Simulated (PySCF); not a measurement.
C₄H₇ClSi, SMILES [SiH3][C@@H]1C=C(Cl)C1.

The structure is a stationary point at B3LYP-D3(BJ)/def2-SVP. The structure was generated by enumeration; whether it is a known compound was not checked.

Computed with TDDFT-PBE/def2-SVPD in PySCF 2.14.0.

Vertical excitations. Isolated molecule, no solvent.

Computed UV-visible absorptions:
```json
[
 {"state": "S1", "energy (eV)": "5.66", "λ (nm)": "219", "f": "0.022", "main pairs": "HOMO→LUMO+1 82 %, HOMO→LUMO 15 %"},
 {"state": "S2", "energy (eV)": "5.81", "λ (nm)": "214", "f": "0.191", "main pairs": "HOMO→LUMO 69 %, HOMO→LUMO+1 17 %"},
 {"state": "S3", "energy (eV)": "6.05", "λ (nm)": "205", "f": "0.002", "main pairs": "HOMO→LUMO+2 94 %"},
 {"state": "S4", "energy (eV)": "6.33", "λ (nm)": "196", "f": "0.001", "main pairs": "HOMO−1→LUMO 95 %"},
 {"state": "S5", "energy (eV)": "6.35", "λ (nm)": "195", "f": "0.006", "main pairs": "HOMO→LUMO+3 94 %"},
 {"state": "S6", "energy (eV)": "6.41", "λ (nm)": "193", "f": "0.012", "main pairs": "HOMO→LUMO+4 87 %"},
 {"state": "S7", "energy (eV)": "6.55", "λ (nm)": "189", "f": "0.010", "main pairs": "HOMO→LUMO+5 88 %"},
 {"state": "S8", "energy (eV)": "6.74", "λ (nm)": "184", "f": "0.007", "main pairs": "HOMO→LUMO+6 87 %"},
 {"state": "S9", "energy (eV)": "6.90", "λ (nm)": "180", "f": "0.008", "main pairs": "HOMO−2→LUMO 65 %, HOMO−3→LUMO 10 %, HOMO−4→LUMO 10 %"},
 {"state": "S10", "energy (eV)": "6.95", "λ (nm)": "178", "f": "0.042", "main pairs": "HOMO→LUMO+7 91 %"},
 {"state": "T1", "energy (eV)": "4.02", "λ (nm)": "308", "f": "0", "main pairs": "HOMO→LUMO 97 %"},
 {"state": "T2", "energy (eV)": "5.57", "λ (nm)": "223", "f": "0", "main pairs": "HOMO→LUMO+1 95 %"},
 {"state": "T3", "energy (eV)": "5.69", "λ (nm)": "218", "f": "0", "main pairs": "HOMO→LUMO+2 93 %"},
 {"state": "T4", "energy (eV)": "6.17", "λ (nm)": "201", "f": "0", "main pairs": "HOMO−1→LUMO 96 %"}
]
```
Triplets are in the Tamm–Dancoff approximation, which puts them higher than full response would, so one can lie above its singlet here.
